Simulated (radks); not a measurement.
The numbers below are computed, except where a source is named.
Ionisation of the tin ion Sn2+, [Kr] 4d10 5s2, to Sn3+, [Kr] 4d10 5s1, under several functionals. Dirac Kohn-Sham, spin-unpolarised, spherical densities, point nucleus; a radial shooting solver on a logarithmic mesh with Libxc functionals.

| functional | E(Sn2+) (hartree) | Exc (hartree) | IE (eV) | -e(HOMO) (eV) | <r> HOMO (bohr) | IE error (eV) |
|---|---|---|---|---|---|---|
| OLYP | -6180.68205 | -167.35624 | 30.567 | 25.720 | 2.223 | +0.061 |
| exchange-only B88 | -6176.38874 | -162.91114 | 30.157 | 25.249 | 2.231 | -0.349 |
| PBE | -6178.23511 | -164.78407 | 30.971 | 26.086 | 2.217 | +0.465 |
| exchange-only PBE | -6175.64624 | -162.15599 | 30.172 | 25.231 | 2.241 | -0.334 |
| PBEsol | -6175.48220 | -161.99190 | 31.015 | 26.155 | 2.208 | +0.509 |

NIST Atomic Spectra Database: 30.506 eV (measured). Closest: OLYP. The Delta-SCF values span 0.86 eV, the total energies 5.20 hartree. The highest occupied level is 5s1/2. Spin polarisation and multiplet splitting are left out, so open shells lie too high by an amount that depends on their filling.

Beside tabulated values, note that spin-unpolarised runs miss the spin-polarisation part of the exchange energy of open shells.
